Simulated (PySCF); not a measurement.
Compound: C₄H₈SSi.
Geometry (GFN2-xTB, Å), atoms numbered from 1 in this order:
```
atom  x, y, z in Å
S1     2.428   -0.241    1.539
C2     1.242   -0.126    0.437
C3     0.376   -1.277    0.033
C4    -1.089   -0.823    0.113
Si5   -1.066    1.043   -0.301
C6     0.845    1.145   -0.218
H7     0.574   -2.152    0.654
H8     0.621   -1.537   -1.002
H9    -1.714   -1.425   -0.544
H10   -1.456   -0.981    1.127
H11   -1.566    1.350   -1.642
H12   -1.706    1.867    0.722
H13    1.243    1.151   -1.236
H14    1.268    2.004    0.297
```

Definitions: NICS(0) = −σiso at the ring centroid; NICS(1) = −σiso and NICS(1)zz = −σzz at ±1 Å along the ring normal z. Level: GIAO PBE0/pcSseg-1 (PySCF, non-relativistic, gas phase) on the GFN2-xTB geometry, one conformer.

Ring bond lengths (Å), with Mayer bond orders in brackets: C2–C3 1.496 (0.97), C3–C4 1.536 (1.01), C4–Si5 1.912 (0.91), Si5–C6 1.915 (0.88), C6–C2 1.484 (1.00).

Question: What do the NICS probes read (ppm)?

Answer: 
| ring | type | NICS(0) | NICS(1), two faces | NICS(1)zz, two faces | rms pucker (Å) | centre to ring atoms, mean (Å) |
| --- | --- | --- | --- | --- | --- | --- |
| C2–C3–C4–Si5–C6 | 5-membered ring with Si; formal bonds all single | 0.1 | -0.2 / -4.5 | 3.6 / -3.7 | 0.17 | 1.39 |

Question: What do they say, and how far can they be read as aromaticity?

Answer: 
- C2–C3–C4–Si5–C6: mean NICS(1)zz -0.1 ppm, near zero. C3, C4, Si5, C6 have four or more neighbours; no verdict on aromaticity is drawn. The two faces differ by 7.3 ppm, so no symmetry operation interchanges them.

Question: What is the mean of the two in-plane components of NICS at the second NICS(1) probe listed for ring C2–C3–C4–Si5–C6, 1 Å off the ring?

Answer: The isotropic value is a third of the trace: (3 × -4.5 − (-3.7))/2 = -4.9 ppm.

Question: What are the shieldings of the ring atoms and their hydrogens in the same run (means over atoms taken as equivalent)?

Answer: 
| atoms | environment | σ isotropic (ppm) | principal values of the symmetric part, first atom (ppm) |
| --- | --- | --- | --- |
| C2 | thiocarbonyl carbon | -94.0 | -258.1, -149.4, 125.6 |
| C3 | ring CH2 carbon | 133.1 | 109.8, 120.5, 169.0 |
| C4 | sp3 carbon bound to silicon | 177.8 | 160.0, 176.3, 197.2 |
| Si5 | SiH2 silicon | 389.2 | 359.4, 380.2, 428.1 |
| C6 | sp3 carbon bound to silicon | 147.5 | 117.4, 134.4, 190.7 |
| H7 (×2) | methylene hydrogen | 28.43 | 24.0, 28.1, 32.8 |
| H9 (×2) | methylene hydrogen | 30.44 | 26.0, 27.8, 37.4 |
| H11 (×2) | Si–H hydrogen | 27.31 | 24.1, 25.0, 32.4 |
| H13 (×2) | methylene hydrogen | 28.75 | 25.6, 26.9, 34.0 |

Time: 20 s; peak memory 0.73 GiB. Hardware: an Arm Neoverse V2 with one thread, shared host with 32 logical CPUs at a one-minute load of 12. This is the whole shielding run at PBE0/pcSseg-1, SCF included.
